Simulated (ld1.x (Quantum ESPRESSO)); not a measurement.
vanadium (V): one change to an RRKJ potential, before and after

V (Z = 23), norm-conserving RRKJ (Kleinman–Bylander form), made with ld1.x (Quantum ESPRESSO) 7.5 (PBE, scalar-relativistic). Core [Ne], reference 3s2 3p6 3d3 4s1 4p0 (charge +1). Waves: 3s (bound): rc 1.10 bohr; 3p (bound): rc 1.60 bohr; 3d (bound): rc 2.40 bohr; 4f channel at 0.3 Ry: rc 1.95 bohr. Local part: all-electron potential smoothed inside 0.95 bohr (lloc = -2). Core correction: none. rho0 = 0.005.

Occupied shells without a wave of their own: 4s. They enter only through the test configuration that unscreens the potential.

All-electron outer shells of the reference configuration (PBE, scalar-relativistic, ld1.x):

```tsv
shell	level (eV)	outermost node (bohr)	outermost maximum (bohr)
2p	-510.70	–	0.21
3s	-77.83	0.38	0.82
3p	-51.65	0.35	0.84
3d	-12.63	–	0.90
4s	-10.90	1.17	2.59
4p	-6.83	1.29	3.20
```

Change: type TM; local potential all-electron potential smoothed inside 2.40 bohr (lloc = -1); rho0 0.

Cutoffs: the cutoffs (Ry, on a coarse ladder) from which the occupation-weighted sum of valence levels, in a spherical-Bessel basis at the reference potential, stays within 10 and 1 mRy of its value at 400 Ry; they do not see the model core or the augmentation charge, which bear on the density cutoff. Errors are all-electron minus pseudo energies relative to the spin-unpolarised reference configuration.

**Question.** How do hardness, ghosts and transferability respond?

**Answer.** The potential gets harder (80 Ry and 140 Ry → 110 Ry and 180 Ry); the miss of the reference levels goes from 0.04 to 0.47 eV; of the 7 tests that both files solve, the error grows in 7 and shrinks in 0 by more than 15 % and 0.3 meV (median size 62.2 → 430.4 meV); the range in which the s phases agree narrows (upper end 4.6 → -1.4); the range in which the p phases agree narrows (upper end at the end of the scan → -0.8); neither file shows a bound ghost. Several settings change at once here, so the effects cannot be laid on one of them.

```tsv
quantity	base	changed
cutoff, loose	80 Ry	110 Ry
cutoff, tight	140 Ry	180 Ry
loose cutoff by channel (10 mRy a level)	s 80 Ry, p 35 Ry, d 30 Ry	s 100 Ry, p 40 Ry, d 40 Ry
bound ghosts	none	none
largest miss of a reference level, eV	0.04	0.47
error for 3s2 3p6 3d3 4s2 4p0, meV [ΔE -7.73 eV]	+29	-357
error for 3s2 3p6 3d3 4s0 4p0, meV [ΔE 14.30 eV]	-62	+592
error for 3s2 3p6 3d2 4s0 4p0, meV [ΔE 43.19 eV]	+193	+970
error for 3s2 3p6 3d3 4s1 4p1, meV [ΔE -4.39 eV]	+3.5	-168
error for 3s2 3p6 3d4 4s0 4p0, meV [ΔE -0.54 eV]	+114	+430
error for 3s1 3p6 3d3 4s2 4p0, meV [ΔE 69.69 eV]	-375	-1007
error for 3s2 3p6 3d3 4s0 4p1, meV [ΔE 4.10 eV]	-38	+208
s: phases at 2.61 bohr within 0.05 rad from the reference energy up to (Ry; the scan ends near 5)	4.6	-1.4
p: phases at 2.61 bohr within 0.05 rad from the reference energy up to (Ry; the scan ends near 5)	to the end of the scan	-0.8
d: phases at 2.61 bohr within 0.05 rad from the reference energy up to (Ry; the scan ends near 5)	0.2	0.3
f: phases at 2.61 bohr within 0.05 rad from the reference energy up to (Ry; the scan ends near 5)	to the end of the scan	to the end of the scan
```

Base: The 4s level has no wave, so the channel is fitted at the deeper level alone: the likely source of the large errors. Changed file: The 4s level has no wave, so the channel is fitted at the deeper level alone: the likely source of the large errors.
